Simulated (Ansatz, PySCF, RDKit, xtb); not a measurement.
Noncovalent pair: H2O (SMILES O) (first 3 atoms) with CH3F (SMILES CF); geometry from B3LYP-D3(BJ)/def2-TZVP, rigid monomers moved along the line of their centres of mass till H3···F5 is 1.80 Å.
(charge 0, multiplicity 1):
```xyz
8

O     -0.12140    -0.06330     0.58278
H      0.00781     0.63656    -0.06439
H     -0.47988     0.37229     1.36722
C      0.45190    -0.31403     3.60878
F     -0.48378     0.62505     3.15006
H     -0.07975    -1.06699     4.18933
H      0.93420    -0.76298     2.74204
H      1.17780     0.20783     4.23133
```

Interaction energies are E(AB) − E(A) − E(B) at the monomers' geometry in the complex; basis-set methods are counterpoise corrected. Rows marked so take none. RDKit's UFF carries no charges.

Cores are frozen in the correlated methods. Rows in 6-31G* carry no dispersion term and start afresh at each structure (6-31G* with six Cartesian d functions).

Codes used: Ansatz (an electronic-structure program) with Gaussian orbitals; PySCF for 6-31G* rows, the dispersion terms; RDKit for the force fields; xtb for the GFN methods. Each number belongs to the level named beside it.

```json
[
 {"level": "UFF", "interaction energy (meV)": "1467.8"},
 {"level": "GFN1-xTB", "interaction energy (meV)": "-125.2"},
 {"level": "HF/aug-cc-pVDZ", "interaction energy (meV)": "-49.1"},
 {"level": "BP86/6-31G* (no counterpoise)", "interaction energy (meV)": "-235.1"},
 {"level": "B3LYP/6-31G*", "interaction energy (meV)": "-105.5"},
 {"level": "PBE0-D4/def2-TZVPPD", "interaction energy (meV)": "-140.9"},
 {"level": "M06-2X/6-31G* (no counterpoise)", "interaction energy (meV)": "-299.6"},
 {"level": "MP2/aug-cc-pVTZ", "interaction energy (meV)": "___"},
 {"level": "CCSD/aug-cc-pVDZ", "interaction energy (meV)": "___"}
]
```

Task: Complete the blanks.

Result: 
- MP2/aug-cc-pVTZ, interaction energy (meV): -130.7
- CCSD/aug-cc-pVDZ, interaction energy (meV): -97.0
